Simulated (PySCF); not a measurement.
SMILES [SiH3][ZnH], singlet, B3LYP/def2-SVP optimised geometry.

```
6

Zn     0.70    -0.17     0.00
H      2.26    -0.17     0.00
Si    -1.69    -0.17     0.00
H     -2.26    -1.17    -0.96
H     -2.26     1.17    -0.38
H     -2.26    -0.50     1.35
```

Density from B3LYP/def2-TZVP (PySCF 2.14.0) at that geometry.

Minimum of the electron density along straight lines between bonded atoms, close to the bond critical point (lines longer than 1.1 times the sum of covalent radii, or with two minima, are not listed):

```tsv
bond	length / Å	ρ at the minimum / e bohr⁻³	∇²ρ there / e bohr⁻⁵	position (fraction from the first atom)
Zn1–H2	1.562	0.110	___	0.62
Zn1–Si3	2.392	___	___	0.47
Si3–H4	1.498	0.116	0.15	0.49
Si3–H5	1.498	0.116	0.15	0.49
Si3–H6	1.498	0.116	0.15	0.49
```

Task: What belongs in the gaps?

Result: 
- Zn1–H2, ∇²ρ there / e bohr⁻⁵: 0.16
- Zn1–Si3, ρ at the minimum / e bohr⁻³: 0.074
- Zn1–Si3, ∇²ρ there / e bohr⁻⁵: -0.01
